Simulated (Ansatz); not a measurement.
Reactions of C2H3F2NOSi (`C[Si](F)(F)N=C=O`).

Program: Ansatz. Geometries: PBE0-D4/def2-TZVP. ΔE: electronic, gas phase. CCSD(T)/CBS adds triple-zeta CCSD(T) − MP2 to the extrapolated MP2 energy (def2 sets, frozen cores). This one scheme is used for every species, atoms too. DFT in def2-TZVPP. No spin–orbit coupling; open shells (•) take unrestricted orbitals. Spin–orbit coupling would lower the free atoms: a little for C, F, O, Si. def2 core potentials past Kr. For Ge, I outer-core shells are correlated without core-valence functions, so the limit isn't a true one: a few kJ/mol of doubt a bond, and 10 to 20 or more in all where bonds break to atoms. Scalar relativity is left out up to krypton. Each species was taken in one conformer, which may not be the lowest.

| reaction | CCSD(T)/CBS(def2) (kJ/mol) |
| --- | --- |
| `C[Si](F)(F)N=C=O` + `[CH3][GeH2][F]` → `O=C=N[Si](F)(F)F` + `[CH3][GeH2][CH3]` | -59 |
| `C[Si](F)(F)N=C=O` + HI → `C[Si](F)(F)I` + `N=C=O` | ? |
| `C[Si](F)(F)N=C=O` + HCl → `C[Si](F)(F)Cl` + `N=C=O` | 3 |
| `C[Si](F)(F)N=C=O` → 2 C• + 2 F• + 3 H• + N• + O• + Si• | 4598 |

**Question.** Fill in the missing values. (An estimate is asked.)

**Answer.** The calculation gave: `C[Si](F)(F)N=C=O` + HI → `C[Si](F)(F)I` + `N=C=O`: +22.7 kJ/mol.

Largest T1 diagnostic: 0.018, for `N=C=O`.
